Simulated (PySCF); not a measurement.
# Two-component Hartree-Fock for Te⁺ (tellurium, charge +1)

Start: [Kr] 4d10 5s2 5p3; 5p1/2 filled at m_j = -1/2, +1/2; 5p3/2 filled at m_j = +3/2. Calculated with PySCF 2.14 in x2c-QZVPPall-2c: generalised Hartree-Fock with the X2C-1e Hamiltonian and a Gaussian nucleus; one run each with spin-orbit coupling (SO) switched off, then screened by Boettger's factors.

```tsv
spinor shell	electrons	ε, spin-free (eV)	ε, screened SO (eV)	weight of nominal j (screened SO)	rms radius, screened SO (bohr)
1s1/2	2	-31982.3	-31979.3	1.000	0.0318
2s1/2	2	-5009.7	-5008.7	1.000	0.130
2p1/2	2	-4490.8	-4681.7	1.000	0.112
2p3/2	4	-4490.8	-4404.5	1.000	0.117
3s1/2	2	-1045.9	-1045.6	1.000	0.343
3p1/2	2	-873.17	-909.75	1.000	0.335
3p3/2	4	-873.17	-856.43	1.000	0.347
3d3/2	4	-612.69	-619.09	1.000	0.320
3d5/2	6	-612.69	-608.08	1.000	0.323
4s1/2	2	-202.35	-202.23	1.000	0.814
4p1/2	2	-146.26	-153.27	0.999	0.858
4p3/2	4	-146.26	-142.97	1.000	0.887
4d3/2	4	-62.045	-62.971	0.986	1.04
4d5/2	6	-62.045	-61.290	0.991	1.05
5s1/2	2	-28.161	-28.129	1.000	2.21
5p1/2	2	-18.822	-19.027	0.625	2.61
5p3/2	1	-18.822	-18.419	1.000	2.66
```

```
   quantity    spin-free  screened SO
E (hartree)  -6789.76728  -6791.67179
        M_J          3/2          3/2
       ⟨J²⟩        3.752        3.755
       ⟨L²⟩        0.000        0.100
       ⟨S²⟩        3.752        3.662
```

Each row is a mean over spinors that exchange with the open shell spreads, by up to 6.975 eV (5s1/2).

Rows whose weight is well below 1 are mixtures of j = l ± 1/2: exchange outweighs spin-orbit coupling there, and the label is only the starting occupation.

Breit and QED terms are absent; they matter most for the inner s and p1/2 levels.

Densities and radii are taken from the X2C orbitals without a picture-change correction, which distorts them close to the nucleus.

Without spin-orbit coupling the j labels of p, d and f shells carry no meaning; the spin-free column gives the mean over the occupied spinors of each nl shell.
